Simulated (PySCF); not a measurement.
A calculated (r2SCAN, PySCF 2.14, aug-cc-pwCVTZ-DK, the spin-free X2C one-electron Hamiltonian (Gaussian nucleus)) atom or ion has these occupied shells.

```tsv
shell	electrons	orbital energy (eV)	rms radius, mean of both spins (bohr)
1s β	1	-9586.8	0.0580
1s α	1	-9586.8	0.0580
2s α	1	-1211.2	0.245
2s β	1	-1210.3	0.245
2p α	3	-1053.7	0.219
2p β	3	-1053.0	0.219
3s α	1	-176.05	0.727
3s β	1	-174.04	0.727
3p α	3	-128.42	0.766
3p β	3	-126.52	0.766
3d α	5	-51.725	0.921
3d β	4	-50.433	0.921
```

(1) Name the element and its charge.

Results:

(1) Zn³⁺ (zinc, charge +3), in [Ar] 3d9, 2D determinant.
